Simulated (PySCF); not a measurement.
Simulated outer-valence photoelectron spectrum of `OB(O)O`. Theory: EOM-IP-CCSD/aug-cc-pVDZ in PySCF, restricted Hartree–Fock reference, 4 core orbitals frozen, non-relativistic, gas phase, PBE0-D3(BJ)/def2-SVP geometry.

Each root has a Gaussian of 0.4 eV full width with its one-hole share as area; cross sections and vibrations are left out, and the highest printed point is 100.

ionisation energy (eV), intensity and a bar:
```
     11.6          2 #
     11.8         27 ########
     12.0         81 ########################
     12.2        100 ##############################
     12.4         82 #########################
     12.6         36 ###########
     12.8         53 ################
     13.0         73 ######################
     13.2         29 #########
     13.4         33 ##########
     13.6         75 ######################
     13.8         45 ##############
     14.0          7 ##
     14.2          0 
     14.4          1 
     14.6         18 #####
     14.8         66 ####################
     15.0         61 ##################
     15.2         21 ######
     15.4         47 ##############
     15.6         74 ######################
     15.8         29 #########
     16.0          3 #
     16.2          0 
     16.4          0 
     16.6          0 
     16.8          3 #
     17.0         32 ##########
     17.2         75 #######################
     17.4         45 #############
     17.6          7 ##
     17.8          0 
     18.0          0 
     18.2          0 
     18.4          0 
     18.6          0 
     18.8          0 
     19.0          9 ###
     19.2         50 ###############
     19.4         73 ######################
     19.6         27 ########
     19.8          2 #
```

Question: Where are the maxima, and how many lines lie under the curve?

Answer: 7 maxima, at 12.2, 13.0, 13.6, 14.9, 15.6, 17.2 and 19.4 eV, from 8 lines. At this width some lines have no maximum of their own.

Question: List the lines with their holes.

Answer: 
| E (eV) | leading hole (HF orbital) | area | Koopmans (eV) |
| --- | --- | --- | --- |
| 12.05 | HOMO | 0.95 | 13.66 |
| 12.35 | HOMO-1 | 0.95 | 14.02 |
| 12.95 | HOMO-2 | 0.95 | 14.71 |
| 13.63 | HOMO-3 | 0.95 | 15.36 |
| 14.89 | HOMO-4 | 0.95 | 16.42 |
| 15.57 | HOMO-5 | 0.95 | 17.37 |
| 17.22 | HOMO-6 | 0.96 | 18.58 |
| 19.35 | HOMO-7 | 0.95 | 20.80 |

The widest gap, 2.13 eV, lies between 17.22 and 19.35 eV. Only orbitals with −ε under 21 eV, eight at most, were ionised, so the high end of the curve may lack lines.

The values belong to the conformer `[OH:1][B:2]([OH:3])[OH:4]`: H–O1–B2–O3 -2°, H–O3–B2–O1 -1°, H–O4–B2–O1 0°.
